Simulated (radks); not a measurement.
Task: Radial electron density D(r) = 4 pi r^2 rho(r) of an atom or ion with 36 electrons. Calculated with a radial shooting solver on a logarithmic mesh with Libxc functionals: Dirac Kohn-Sham, BLYP, spin-unpolarised, spherical densities, finite nucleus; Fermi nuclear charge, rms radius of each element as measured or else 0.836 A^(1/3) + 0.57 fm.

```
   r/bohr * D(r) (the largest magnitude, 57.2, reaches the edge; | marks zero)
 0.003769 |     *
 0.004318 |      *
 0.004907 |        *
 0.005622 |          *
  0.00639 |            *
 0.007263 |               *
 0.008321 |                  *
 0.009457 |                     *
  0.01083 |                         *
  0.01231 |                             *
    0.014 |                                 *
  0.01603 |                                     *
  0.01822 |                                        *
  0.02088 |                                           *
  0.02373 |                                            *
  0.02697 |                                             *
   0.0309 |                                             *
  0.03512 |                                           *
  0.04024 |                                         *
  0.04573 |                                       *
  0.05239 |                                      *
  0.05955 |                                     *
  0.06768 |                                       *
  0.07754 |                                           *
  0.08812 |                                               *
    0.101 |                                                   *
   0.1147 |                                                      *
   0.1304 |                                                      *
   0.1494 |                                                  *
   0.1698 |                                             *
   0.1946 |                                      *
   0.2211 |                                 *
   0.2533 |                               *
   0.2879 |                                 *
   0.3273 |                                    *
   0.3749 |                                       *
   0.4261 |                                      *
   0.4882 |                                  *
   0.5549 |                            *
   0.6306 |                    *
   0.7225 |             *
   0.8212 |         *
   0.9408 |       *
    1.069 |      *
    1.215 |      *
    1.392 |      *
    1.582 |    *
    1.813 |   *
    2.061 |  *
    2.361 |*
    2.683 |*
     3.05 *
    3.494 *
    3.971 *
    4.549 *
    5.171 *
```

What is the nuclear charge?

Result: Z = 38. The innermost maximum, from 1s, lies near gamma/Z bohr with gamma = sqrt(1 - (Z/c)^2) = 0.961, here 0.0253 bohr (found: 0.0276), and its height grows with Z. The density is that of the strontium ion Sr2+ in [Kr]; the configuration itself is not fixed sharply by these data, and Z only to a few units. D(r) has 3 maxima, at r = 0.0276, 0.122, 0.397 bohr, and minima at 0.0563, 0.253 bohr, inside which lie 2.07, 11.06 electrons.
